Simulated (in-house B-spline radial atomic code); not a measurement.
# Ga: [Ar] 3d10 4s2 5d(1 up, 0 down) (an excited or competing configuration)

Level of theory: non-relativistic B97-1, spin-polarised, spherical fractional occupations, point nucleus; calculated with an all-electron radial atomic-structure program (B-spline basis).

Effective charges: Z_r = [3n² - l(l+1)]/(2<r>) from the radius, Z_e = n√(-2ε) from the energy, and Slater's rules. Values are occupation-weighted means over spin.

| shell | electrons | ε (eV) | <r> (bohr) | Z_r | Z_e | Slater |
| --- | --- | --- | --- | --- | --- | --- |
| 1s | 2 | -10143 | 0.04943 | 30.35 | 27.30 | 30.70 |
| 2s | 2 | -1255.3 | 0.2214 | 27.10 | 19.21 | 26.85 |
| 2p | 6 | -1111.8 | 0.1922 | 26.01 | 18.08 | 26.85 |
| 3s | 2 | -156.1 | 0.6623 | 20.38 | 10.16 | 19.75 |
| 3p | 6 | -109.22 | 0.6842 | 18.27 | 8.50 | 19.75 |
| 3d | 10 | -28.946 | 0.7979 | 13.16 | 4.38 | 9.85 |
| 4s | 2 | -14.835 | 2.275 | 10.55 | 4.18 | 5.35 |
| 5d | 1 | -0.48302 | 19.11 | 1.81 | 0.94 | 1.00 |

The least bound orbital is 5d up at -0.483 eV, and it is also the most diffuse (<r> = 19.11 bohr).

Caution: exact exchange at fractional occupations of open shells leaves self-interaction of up to several eV.
